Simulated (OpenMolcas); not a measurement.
# Ga-: the spin-orbit constant, worked from levels

```
Program             : OpenMolcas
Basis               : ANO-R3 [7s6p5d4f2g]
Scalar Hamiltonian  : X2C, finite nucleus
Active space        : 2 electrons in 3 orbitals (4p)
State averaging     : 2S+1 = 3 even, 3 roots; 2S+1 = 1 even, 6 roots
Spin-orbit coupling : RASSI with atomic mean-field integrals over the reference wave functions, term energies averaged over their components
```

Methods: CASSCF; SS-CASPT2, IPEA 0.25 Eh, imaginary shift 0.1 Eh (closed shells correlated: 3d 4s).

**The spin-orbit constant.** For the Hund term ³P of p2, E(J) = (A/2) J(J+1) + constant and ζ = 2S·A = 2A. From J = 0 to J = 2 the energy changes by 3 A.

```json
{"Source": "CASSCF", "E(2) - E(0)": "474.3", "A": "158.1", "ζ": "316"}
{"Source": "SS-CASPT2", "E(2) - E(0)": "475.8", "A": "158.6", "ζ": "317"}
```

All in cm-1. Both methods take the spin-orbit matrix elements from the reference wave functions, so the second can move ζ only through the term energies and any multistate remixing. Second-order mixing with other terms is absorbed into this ζ.

With the s shell closed, the reference lacks s² → p² mixing. No diffuse functions were added, so excited terms of the anion can stand markedly too high. Without dynamic correlation excited terms often stand tens of per cent too high (terms of higher spin than the ground term too low), and those without a measured partner can miss by more than the paired ones (holds for CASSCF). Only configurations of the active space appear.
